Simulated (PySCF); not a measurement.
**Spin-rotation constants: `N#CCCC(Cl)(Cl)Cl`, C$_{4}$H$_{4}$Cl$_{3}$N**

Cartesian coordinates in Å; atom numbers follow the order of the lines, from 1:
```xyz
12

N     3.316   -0.306    0.069
C     2.236   -0.096   -0.235
C     0.868    0.166   -0.609
C    -0.078   -0.206    0.538
C    -1.533    0.053    0.189
Cl   -1.808    1.775   -0.171
Cl   -2.573   -0.401    1.564
Cl   -2.032   -0.906   -1.225
H     0.634   -0.420   -1.501
H     0.771    1.227   -0.853
H     0.031   -1.266    0.781
H     0.170    0.378    1.428
```

Theory: GIAO KT3/pcSseg-1 magnetisability, rotational g tensor and spin-rotation constants, non-relativistic, gas phase (PySCF). Geometry: GFN2-xTB.

(1) Give the nuclear spin-rotation constants along the inertial axes (H = +C I·J) beside the isotropic shieldings.

(2) How do the rotational constants and the g tensor change when H9, H10, H11, H12 are replaced by deuterium?

## Answers

(1) Rotational constants 1.7055, 0.6738, 0.6721 GHz. A star marks the isotopologue with that one atom substituted, in its own axes.
| atom | isotope | Caa (kHz) | Cbb (kHz) | Ccc (kHz) | mean (kHz) | σ (ppm) |
| --- | --- | --- | --- | --- | --- | --- |
| N1 | 14N | 0.083 | 0.146 | 0.124 | 0.117 | -13.2 |
| Cl6 | 35Cl | 1.019 | 0.139 | 0.261 | 0.473 | 480.1 |
| Cl7 | 35Cl | 0.769 | 0.351 | 0.208 | 0.443 | 429.3 |
| Cl8 | 35Cl | 1.019 | 0.141 | 0.258 | 0.473 | 480.0 |
| H9 | 1H | -0.171 | -0.017 | -0.040 | -0.076 | 28.9 |
| H10 | 1H | -0.171 | -0.015 | -0.042 | -0.076 | 28.9 |
| H11 | 1H | -0.175 | -0.012 | -0.042 | -0.076 | 28.9 |
| H12 | 1H | -0.175 | -0.014 | -0.040 | -0.076 | 28.9 |
| C2 | 13C* | 0.112 | 0.286 | 0.237 | 0.212 | 76.5 |
| C3 | 13C* | 0.243 | 0.102 | 0.093 | 0.146 | 167.0 |
| C4 | 13C* | 0.307 | 0.147 | 0.141 | 0.198 | 128.8 |
| C5 | 13C* | 0.539 | 0.200 | 0.202 | 0.314 | 59.8 |

For the geometry as given, no vibrational averaging.

(2) Constants 1.6562, 0.6625, 0.6621 GHz; g -0.0205, -0.0136, -0.0136, against -0.0211, -0.0138, -0.0139 before.
